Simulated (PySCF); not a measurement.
# C₆ coefficients of unlike pairs at UHF

Calculated with PySCF 2.14 from the dipole response of each species, C₆(A,B) = (3/π) ∫ α_A(iu) α_B(iu) du, in atomic units, from isotropic polarisabilities. For ions this is the dispersion term alone; charge-induced terms of lower order in 1/R come first.

```
species           configuration                                    basis      relativity  α (bohr³)  C₆ (like pair)
   As²⁺  [Ar] 3d10 4s2 4p1 (2P)  aug-cc-pVTZ-PP with ECP10MDF (6s5p4d2f)  core potential      10.83           47.20
    Sb⁺  [Kr] 4d10 5s2 5p2 (3P)             aug-cc-pVQZ-DK3 (9s8p6d3f2g)   spin-free X2C      25.73           211.9
     Ba           [Xe] 6s2 (1S)               aug-cc-pVTZ-X2C (9s8p6d3f)   spin-free X2C      324.1            6886
     Si       [Ne] 3s2 3p2 (3P)             aug-cc-pV(Q+d)Z (7s6p5d3f2g)            none      38.48           316.1
```

**Question.** Estimate C₆ for Si with Sb⁺.

**Answer.** The integral gives 253.3. The combination rule 2 C_A C_B / (C_A α_B/α_A + C_B α_A/α_B) gives 253.6 and the geometric mean 258.8.

No spin-orbit coupling is included.

The other pairs:

```json
{"pair": "Ba, Sb⁺", "C₆": "948.6"}
{"pair": "Sb⁺, As²⁺", "C₆": "99.55"}
{"pair": "Si, As²⁺", "C₆": "116.9"}
{"pair": "Ba, As²⁺", "C₆": "420.1"}
{"pair": "Si, Ba", "C₆": "1282"}
```
